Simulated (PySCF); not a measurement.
Compound: C4HF3N2.
Atom-mapped SMILES: `[N:1]#[C:2][C:3]1=[N:4][C@@H:5]1[C:6]([F:7])([F:8])[F:9]` (hydrogens: H10 on C5)

Computed geometry: GFN2-xTB, gas phase.

Problem. List the bond lengths, angles and torsions at this level.

Solution. 
```tsv
bond	length (pm)
N1≡C2	114.7
C2–C3	138.1
C3=N4	126.0
N4–C5	147.8
C5–C6	151.1
C6–F7, C6–F8, C6–F9	133.9
C3–C5	146.9
C5–H10	108.4
```

Bonds in one row agree within 1 pm and their mean is given. A selection of angles:
```tsv
angle	degrees
N1–C2–C3	179.1
C2–C3–N4	149.4
C2–C3–C5	145.6
N4–C3–C5	65.1
C3–N4–C5	64.3
N4–C5–C6	118.3
N4–C5–H10	119.0
C6–C5–H10	113.9
C3–C5–N4	50.6
C3–C5–C6	119.2
C3–C5–H10	121.4
C5–C6–F7	110.8
F7–C6–F8	106.6
```

Dihedral angles: C2–C3–N4–C5 180° (antiperiplanar); C3–N4–C5–C6 106° (anticlinal); N4–C5–C6–F7 -159° (antiperiplanar); C2–C3–C5–N4 180° (antiperiplanar).

The C–N distances run from 1.147 Å (N1≡C2, drawn triple) to 1.478 Å (N4–C5, drawn single), a spread of 0.331 Å. The 3-membered ring C3–N4–C5 has internal angles of 50.6° to 65.1°. The C–C distances run from 1.381 Å (C2–C3, drawn single) to 1.511 Å (C5–C6, drawn single), a spread of 0.130 Å.

Point group: C1 (no symmetry element, even within 0.4 Å). GFN2-xTB frequencies: not computed here.
